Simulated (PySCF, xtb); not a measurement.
Sn(H)(Br)2(OH) (Br₂H₂OSn), SMILES [OH][SnH]([Br])[Br].

GFN2-xTB in xtb at its own geometry gives an orbital gap of 2.68 eV and a dipole moment of 4.19 D.

Coordinates come from a PBE0-D3(BJ)/def2-SVP optimisation. The structure was generated by enumeration; whether it is a known compound was not checked. The def2 effective core potentials stand for the cores of Sn; spin–orbit coupling is left out. The values are those of a single conformer.

Task: What does PBE/def2-TZVP (PySCF) give? (The exact figures need the calculation; the answer reports its results.)

Result: gap 4.14 eV (levels -7.29 and -3.15 eV), dipole 0.54 D.
